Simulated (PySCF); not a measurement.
fluoro(fluorosilyloxy)silane (F2H4OSi2), SMILES F[SiH2]O[SiH2]F. Atoms are numbered in the order given.

```xyz
9

Si    -1.5421     0.3402    -0.3062
F     -1.9170    -0.5924     0.9630
O      0.0000     0.0000    -0.7705
Si     1.5421    -0.3402    -0.3062
F      1.9170     0.5924     0.9630
H     -1.6495     1.7547     0.1249
H     -2.4506    -0.0074    -1.4233
H      2.4506     0.0074    -1.4233
H      1.6495    -1.7547     0.1249
```

Geometry optimised at PBE0-D3(BJ)/def2-SVP. One conformer was computed; it need not be the lowest.

Two levels are set side by side: PBE/pcSseg-1 (PySCF) and HF/pcSseg-1 (PySCF). GIAO shifts against CFCl3 (¹⁹F), H2O (¹⁷O), TMS (²⁹Si), TMS (¹H) at the same level; non-relativistic, no solvent, atoms listed together averaged. Differences are taken from unrounded values.

```
quantity                       HF     PBE  PBE minus HF
-------------------------  ------  ------  ------------
δ(²⁹Si) of Si1, Si4 (ppm)   -39.1   -25.8          13.2
δ(¹⁹F) of F2, F5 (ppm)     -132.8  -184.1         -51.2
δ(¹⁷O) of O3 (ppm)           60.1   110.4          50.3
```

Rough cost on one machine, each run with all the roots and properties that it gave: HF against PBE within a factor of 2.
